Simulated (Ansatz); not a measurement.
Si8O26H20. Charge 0, multiplicity 3. Geometry PBE-D4/def2-SVP, that of the neutral singlet; atoms count from 1.

```xyz
54

Si    0.8584   -0.5403    0.7413
Si   -1.6220   -2.0795    1.9931
Si    3.4827    0.6926    1.4016
Si   -2.9880   -0.2915   -1.9545
Si   -1.5729    2.6752    1.4807
Si    1.4825   -0.4609   -2.3878
Si    1.2559    2.5243    0.0809
Si    0.2076   -3.5176    0.1385
O    -2.6741    3.9100    1.4796
O    -2.3042    1.2626    1.0195
O    -3.1772   -1.7636    1.5607
O    -0.7465    2.5992    2.9065
O    -0.5491    3.2506    0.1921
O     1.3316    2.7879   -1.5406
O     0.6501    1.2492    0.9765
O     1.8551    3.7853    0.9701
O     3.0810    1.6089    0.0140
O    -3.9959    0.5982   -1.0029
O    -3.7307   -0.5757   -3.4095
O    -2.6629   -1.7140   -1.1117
O    -0.6267   -0.7917    1.5542
O    -1.5222    0.4360   -2.3220
O     0.9198    0.7443   -3.4055
O     1.3718   -1.9707   -3.0150
O     0.6953   -0.2255   -0.9532
O     3.0920   -0.0294   -2.0590
O     4.9908    0.0245    1.2758
O    -1.5085   -2.2379    3.6361
O     2.3573   -0.4883    1.5875
O     3.4944    1.9366    2.5086
O    -1.0665   -3.4575    1.2064
O    -0.4005   -3.4007   -1.4665
O     1.1752   -2.2456    0.4012
O     0.9195   -5.0126    0.1381
H    -3.4581    3.7936    2.0418
H    -1.7555    0.4579    1.2581
H    -3.2541   -1.7861    0.5685
H     0.0214    2.0003    2.7674
H    -0.6942    4.1751   -0.0910
H     1.0869    2.1218   -2.2313
H     2.6104    3.5134    1.5312
H     3.2118    1.1201   -0.8623
H    -3.5481    0.9142   -0.1751
H    -4.6558   -0.2729   -3.4179
H    -1.9199   -2.2948   -1.4036
H    -0.8681    0.3617   -1.5815
H    -0.0719    0.6921   -3.4594
H     0.7579   -2.5668   -2.5099
H     3.7101   -0.0649   -2.8108
H     4.9651   -0.9266    1.0652
H    -2.3200   -2.5789    4.0503
H     3.6365    1.6972    3.4405
H    -0.6541   -4.2695   -1.8341
H     1.1273   -5.3692    1.0191
```

Single mean-field runs in def2-SVP are fitted with def2-universal-jkfit. In the triplet geometry the species has come apart into loosely held pieces. At PBE0-D4/def2-SVP a singlet of charge 0 lies 7.52 eV below the triplet at the same geometry.

**Question.** Estimate the Mulliken populations of the heavy atoms from the PBE0/def2-SVP orbitals of Ansatz.

**Answer.** 
```csv
atom,charge (e),spin (α − β)
Si1,1.07,0.16
Si2,0.95,0.04
Si3,0.85,0.15
Si4,0.90,0.02
Si5,0.97,0.03
Si6,0.91,0.07
Si7,1.01,0.04
Si8,0.97,0.06
O9,-0.40,0.00
O10,-0.49,0.01
O11,-0.43,0.00
O12,-0.39,0.00
O13,-0.46,0.00
O14,-0.40,0.01
O15,-0.58,0.34
O16,-0.36,0.07
O17,-0.50,0.00
O18,-0.45,0.00
O19,-0.40,0.00
O20,-0.50,0.00
O21,-0.65,0.00
O22,-0.49,0.00
O23,-0.43,0.03
O24,-0.38,0.02
O25,-0.60,0.18
O26,-0.45,-0.01
O27,-0.36,0.00
O28,-0.38,0.00
O29,-0.47,0.17
O30,-0.40,0.00
O31,-0.58,0.01
O32,-0.48,0.00
O33,-0.52,0.18
O34,-0.38,0.00
```
Mulliken values depend strongly on the basis.

**Question.** Where does the spin sit?

**Answer.** Summed by element: Si 0.58, O 1.03, H 0.39, of 2 unpaired in all. Largest on single atoms: O15 0.34, O33 0.18, O25 0.18.

**Question.** And the Mayer bond orders between heavy atoms (over 0.3)?

**Answer.** Si1–O15 0.58 (1.82 Å); Si1–O21 0.93 (1.71 Å); Si1–O25 0.76 (1.73 Å); Si1–O29 0.89 (1.72 Å); Si1–O33 0.72 (1.77 Å); Si2–O11 1.22 (1.64 Å); Si2–O21 0.89 (1.69 Å); Si2–O28 1.22 (1.65 Å); Si2–O31 0.97 (1.68 Å); Si3–O17 0.83 (1.71 Å); Si3–O27 1.22 (1.65 Å); Si3–O29 1.01 (1.64 Å); Si3–O30 1.12 (1.67 Å); Si4–O18 1.20 (1.65 Å); Si4–O19 1.18 (1.66 Å); Si4–O20 1.01 (1.69 Å); Si4–O22 1.04 (1.68 Å); Si5–O9 1.19 (1.65 Å); Si5–O10 1.12 (1.66 Å); Si5–O12 1.20 (1.65 Å); Si5–O13 0.76 (1.74 Å); Si6–O23 1.07 (1.67 Å); Si6–O24 1.27 (1.64 Å); Si6–O25 0.88 (1.65 Å); Si6–O26 0.98 (1.70 Å); Si7–O13 0.44 (1.95 Å); Si7–O14 1.22 (1.64 Å); Si7–O15 0.86 (1.67 Å); Si7–O16 1.22 (1.66 Å); Si7–O17 0.38 (2.04 Å); Si8–O31 1.05 (1.66 Å); Si8–O32 0.89 (1.72 Å); Si8–O33 1.09 (1.62 Å); Si8–O34 1.21 (1.66 Å).
